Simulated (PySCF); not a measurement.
A search over the determinants of BaO

Unrestricted PBE0; PySCF, spin-free X2C with a Gaussian nucleus, basis sets Ba x2c-TZVPall, O x2c-TZVPall. Outer shells of the fragments: Ba 6s2; O 2s2 2p4.

Followed along the bond (rough minima from three points):

```tsv
2Ms+1	unpaired	⟨S²⟩ at the start	R at minimum (Å)	Te (eV)
1	none	0.00	1.93	0.00
3	σ ↑↑	2.00	2.12	1.89
3	σ ↑, π ↑	2.00	2.28	1.95
1	σ ↓, π ↑	1.01	2.28	1.95
3	π ↑, δ ↑	2.00	2.31	3.11
```

Solutions found at the starting distance of 2.385 Å, counted from the lowest of them; the search is not exhaustive and high or unbound solutions are not listed, so other states can lie among these:

| 2Ms+1 | unpaired | term | E (eV) | ⟨S²⟩ | ⟨Lz²⟩ | μ (D) |
| --- | --- | --- | --- | --- | --- | --- |
| 1 | none | ¹Σ⁺ | 0.00 | 0.00 | 0.00 | -10.79 |
| 3 | σ ↑, π ↑ | ³Π | 0.46 | 2.00 | 1.02 | -4.02 |
| 1 | σ ↓, π ↑ | mixed | 0.46 | 1.01 | 1.02 | -4.01 |
| 3 | σ ↑↑ | ³Σ⁺ | 0.66 | 2.00 | 0.00 | -3.98 |
| 3 | π ↑, δ ↑ | mixed | 1.58 | 2.00 | 5.02 | -7.09 |
| 1 | π ↑, δ ↓ | mixed | 1.58 | 1.01 | 5.01 | -7.07 |

A term symbol is given only where ⟨S²⟩ and ⟨Lz²⟩ are close to those of a pure state; real π, δ and φ orbitals otherwise mix terms. A positive dipole means Ba(−)O(+).

Task: Compare the gap between the two lowest followed solutions at the starting distance with the gap between their minima.

Result: At PBE0 the second solution (triplet, unpaired electrons σ ↑↑) lies +0.66 eV from the first (singlet, closed shell) at 2.385 Å and +1.89 eV at the minima; the two curves relax by different amounts, since their minima lie near 2.12 and 1.93 Å.

Spin–orbit coupling is left out.
